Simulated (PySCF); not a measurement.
C₃H₅F₃N (doublet state).
Z-matrix (Å and degrees, GFN2-xTB geometry), rows numbered from 1:
```
C 
C   1  1.4720
N   2  1.4382  1  112.80
C   2  1.5639  1  108.81  3   124.21
F   4  1.3401  2  111.73  1   -63.80
F   4  1.3367  2  112.98  1    57.36
F   4  1.3449  2  111.19  1   177.45
H   1  1.0700  2  119.83  3   -11.50
H   1  1.0710  2  119.72  3   173.20
H   2  1.1033  1  110.87  3  -122.10
H   3  1.0135  2  111.32  1    55.71
H   3  1.0131  2  111.86  1   177.97
```

The hyperfine couplings belong to this conformer and change with its torsions.

Identity: `[CH2][C@@H](N)C(F)(F)F` [radical].

Theory: UKS B3LYP, pcH-1 on C F H N, non-relativistic, mean-field spin-orbit, GIAO in PySCF 2.14.0. Geometry: GFN2-xTB, one conformer, isolated molecule. Couplings are sensitive to structure, and on GFN2-xTB geometries they can be far from those on DFT ones. No stability test was run, so a lower SCF solution isn't excluded.

(1) What is the g tensor, term by term?

(2) How much does each term add to the isotropic shift?

(3) At 9.499 GHz, how far is the centre of the isotropic spectrum from where a free electron (g = 2.002319) resonates?

(4) What effective moment and Curie constant follow for a powder?

(5) In a frozen sample, at which fields do the three g values resonate at 9.5, 34, 94 and 263 GHz (hyperfine left aside), and which band first spreads them over more than twice a line width of 1.0 mT?

## Answers

(1) 
```tsv
Δg (ppm)	1	2	3
relativistic mass correction	-144	-144	-144
gauge correction	10	41	25
orbital Zeeman/spin–orbit	3	619	1167
total	-131	516	1048
```

So g = 2.00219, 2.00284, 2.00337 and g_iso = 2.00280; the tensor is rhombic: the two nearest values differ by 45 % of g3 − g1. Axes: g2 points within 13° of the C1–C2 bond.

(2) The orbital-Zeeman/spin–orbit term 596, the mass correction -144 and the gauge correction 26 ppm, for a total of 477 ppm. The orbital-Zeeman/spin–orbit term is the largest in size. The mass correction is the same along every axis, so the anisotropy comes from the other two: their spans along these axes are 31 (gauge) and 1164 ppm (orbital Zeeman/spin–orbit).

(3) B = hν/(g μB) with μB/h = 13.99624 MHz/mT gives 338.95 mT for the free electron and 338.87 mT at g_iso, 0.08 mT lower.

(4) With the mean of g² = 4.0112 and S(S+1) = 0.75: μ_eff = √(⟨g²⟩S(S+1)) = 1.734 μB and χT = 0.12505·⟨g²⟩·S(S+1) = 0.376 cm³ K/mol (cgs; spin-Hamiltonian part alone).

(5) 
```json
{"band": "X", "GHz": "9.5", "B(g3) mT": "338.81", "B(g2) mT": "338.90", "B(g1) mT": "339.01", "spread mT": "0.20"}
{"band": "Q", "GHz": "34.0", "B(g3) mT": "1212.57", "B(g2) mT": "1212.89", "B(g1) mT": "1213.28", "spread mT": "0.71"}
{"band": "W", "GHz": "94.0", "B(g3) mT": "3352.40", "B(g2) mT": "3353.29", "B(g1) mT": "3354.37", "spread mT": "1.97"}
{"band": "J", "GHz": "263.0", "B(g3) mT": "9379.59", "B(g2) mT": "9382.08", "B(g1) mT": "9385.11", "spread mT": "5.52"}
```

The spread grows in proportion to the frequency. J band is the first where it exceeds 2.0 mT.

The largest Mulliken spin populations are on C1 (+1.08) and C2 (-0.08). C1 is the only atom above +0.15. The positive populations add up to 1.17 and the negative ones to -0.17, together 2S = 1. The angles at C1 add up to 359.8°, so it is planar; its axial dipolar tensor and the negative couplings of its protons fit spin in a p orbital normal to that plane.

The HOMO–LUMO gaps are 7.56 eV among the α and 4.97 eV among the β orbitals.
